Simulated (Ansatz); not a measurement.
Gas-phase reaction (SMILES): Cl[Si](Cl)(Br)Br → Cl[Si](Cl)Br + Br atom; the Br-Si bond at the site shown breaks (other sites are not compared here).

Each molecule is optimised on its own at B3LYP-D3(BJ)/def2-TZVP (Ansatz, a first-principles code). Cores are frozen in the correlated levels unless marked. Open shells are spin-unrestricted. Spin-orbit coupling is left out. Frozen are the shells of the preceding noble gas and the d and f shells that filled before the atom's block. Non-relativistic. Basis-set limits of correlation are two-point, X^-3; Hartree-Fock from the larger set. Thermal terms are rigid-rotor harmonic-oscillator values from B3LYP-D3(BJ) frequencies (Ansatz) at 298.15 K and 1 atm. 1 Eh = 627.5095 kcal/mol. Atoms have translation alone.

| species | E, CCSD(T)/CBS(def2-TZVPP,def2-QZVPP) (Ansatz) (Eh) | E, wB97X-V/def2-TZVPD (Ansatz) (Eh) | H - E (Eh) |
|---|---|---|---|
| Cl[Si](Cl)(Br)Br | -6354.19602 | -6357.79606 | 0.01416 |
| Cl[Si](Cl)Br | -3781.40973 | -3783.77129 | 0.01082 |
| Br atom | -2572.63373 | -2573.87421 | 0.00236 |

### Question
Work out ΔE and ΔH at 298.15 K at the first level, then ΔH at the second.

### Answer

1. ΔE = [(-3781.40973) + (-2572.63373)] - [(-6354.19602)] = 0.15256 Eh = 95.7 kcal/mol at CCSD(T)/CBS(def2-TZVPP,def2-QZVPP).
2. The terms H - E add up to -0.00098 Eh, so ΔH = (0.15256 + (-0.00098))×627.5095 = 95.1 kcal/mol.
3. At wB97X-V/def2-TZVPD the same steps give ΔE = 94.5 and ΔH = 93.9 kcal/mol, a shift of -1.2 from the first level.
4. These values are not checked against measurement here, since the tables used lack a sound gas-phase enthalpy of formation for at least one species.
